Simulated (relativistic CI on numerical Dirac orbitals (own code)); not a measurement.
Charge states of ytterbium

Computed by Dirac-Coulomb-Breit CI, KLI orbitals optimised for each configuration, QED by a radiative potential, valence Slater integrals scaled by 0.9 (own radial code, finite nucleus).

Each species is treated in one configuration, given outside its closed core. Radial values are for the open shell of highest l, unscaled and averaged over j; ζ includes the Breit term. Labels give the leading LS character, summed over repeated terms.

| Ion | Configuration | Its lowest level | LS weight (%) | ζ (cm⁻¹) | ⟨r⟩ (bohr) | ⟨r²⟩ (bohr²) | Next level | E (cm⁻¹) |
| --- | --- | --- | --- | --- | --- | --- | --- | --- |
| Yb²⁴⁺ | 4d10 | 1S_0 | 100 |  |  |  |  |  |
| Yb²⁵⁺ | 4d9 | 2D_5/2 | 100 | 38000 | 0.4902 | 0.2749 | 2D_3/2 | 95195 |
| Yb²⁶⁺ | 4d8 | 3F_4 | 90 | 38850 | 0.4857 | 0.2697 | J = 2 (mixed) | 24035 |
| Yb²⁷⁺ | 4d7 | 4F_9/2 | 67 | 39700 | 0.4812 | 0.2647 | J = 3/2 (mixed) | 33551 |
| Yb²⁸⁺ | 4d6 | J = 4 (mixed) | 44 | 40560 | 0.4769 | 0.2599 | J = 2 (mixed) | 20368 |
| Yb²⁹⁺ | 4d5 | J = 5/2 (mixed) | 30 | 41440 | 0.4726 | 0.2553 | J = 5/2 (mixed) | 70094 |
| Yb³⁰⁺ | 4d4 | 3P_0 | 56 | 42320 | 0.4685 | 0.2507 | 5D_1 | 79889 |
| Yb³¹⁺ | 4d3 | 4F_3/2 | 54 | 43220 | 0.4644 | 0.2464 | 4F_5/2 | 84426 |
| Yb³²⁺ | 4d2 | 3F_2 | 77 | 44120 | 0.4603 | 0.2421 | 3P_0 | 57497 |
| Yb³³⁺ | 4d | 2D_3/2 | 100 | 45040 | 0.4564 | 0.238 | 2D_5/2 | 112890 |
| Yb³⁴⁺ | 3d10 4s2 4p6 | 1S_0 | 100 |  |  |  |  |  |
| Yb³⁵⁺ | 3d10 4s2 4p5 | 2P°_3/2 | 100 | 369900 | 0.4486 | 0.2276 | 2P°_1/2 | 555470 |
| Yb³⁶⁺ | 3d10 4s2 4p4 | 3P_2 | 70 | 375700 | 0.4458 | 0.2248 | 1S_0 | 63444 |
| Yb³⁷⁺ | 3d10 4s2 4p3 | J = 3/2 (mixed) | 46 | 381500 | 0.443 | 0.2221 | 4S°_3/2 | 526150 |
| Yb³⁸⁺ | 3d10 4s2 4p2 | 3P_0 | 71 | 387300 | 0.4403 | 0.2194 | 3P_1 | 542180 |
| Yb³⁹⁺ | 3d10 4s2 4p | 2P°_1/2 | 100 | 393200 | 0.4376 | 0.2167 | 2P°_3/2 | 590490 |
| Yb⁴⁰⁺ | 3d10 4s2 | 1S_0 | 100 |  |  |  |  |  |
| Yb⁴¹⁺ | 3d10 4s | 2S_1/2 | 100 |  | 0.4234 | 0.2017 |  |  |
| Yb⁴²⁺ | 3d10 | 1S_0 | 100 |  |  |  |  |  |
| Yb⁴³⁺ | 3d9 | 2D_5/2 | 100 | 163400 | 0.1882 | 0.04122 | 2D_3/2 | 409450 |
| Yb⁴⁴⁺ | 3d8 | 3F_4 | 88 | 166700 | 0.1866 | 0.04049 | J = 2 (mixed) | 65654 |
| Yb⁴⁵⁺ | 3d7 | 4F_9/2 | 60 | 170100 | 0.1851 | 0.03978 | J = 3/2 (mixed) | 93158 |
| Yb⁴⁶⁺ | 3d6 | J = 4 (mixed) | 40 | 173500 | 0.1836 | 0.0391 | J = 2 (mixed) | 57695 |
| Yb⁴⁷⁺ | 3d5 | J = 5/2 (mixed) | 26 | 177000 | 0.1821 | 0.03843 | J = 5/2 (mixed) | 346480 |
